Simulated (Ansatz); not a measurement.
Reaction (cleavage of the Al–P bond): `[NH2][Al]([F])[PH2]` + HBr → `[NH2][Al]([F])[Br]` + PH₃

Computed with Ansatz on PBE0-D4/def2-TZVP structures; ΔE is electronic, products minus reactants. CCSD(T)/CBS is the MP2 limit (def2-TZVPP, def2-QZVPP) plus CCSD(T) − MP2 in def2-TZVPP, frozen cores. This one scheme is used for every species. Functionals use def2-TZVPP. For Br outer-core shells are correlated without core-valence functions, which leaves a few kJ/mol of doubt a bond. Scalar relativity is left out up to krypton. Each species was taken in one conformer, which may not be the lowest.

CCSD(T)/CBS gives -1.17 eV.

(1) Another level gave -1.18 eV. Which?
A. ωB97M-V/def2-TZVPP
B. BLYP-D4/def2-TZVPP
C. LDA (SPW92)/def2-TZVPP
D. SCS-MP2/def2-TZVPP

Largest T1 diagnostic among the species: 0.013.

Answers

(1) A. ωB97M-V -1.18, LDA (SPW92) -1.00, SCS-MP2/def2-TZVPP -1.23, BLYP-D4 -1.10 eV.

At CCSD(T), def2-SVP lies −0.05 eV from the extrapolated value and def2-TZVPP +0.01 eV. From r2SCAN to r2SCAN0 (25 % exact exchange), in def2-TZVPP and without D4, ΔE moves by −0.03 eV. In def2-TZVPP, CCSD(T) changes the Hartree–Fock value by +0.23 eV (the triples alone add +0.03 eV) and MP2 by +0.18 eV.
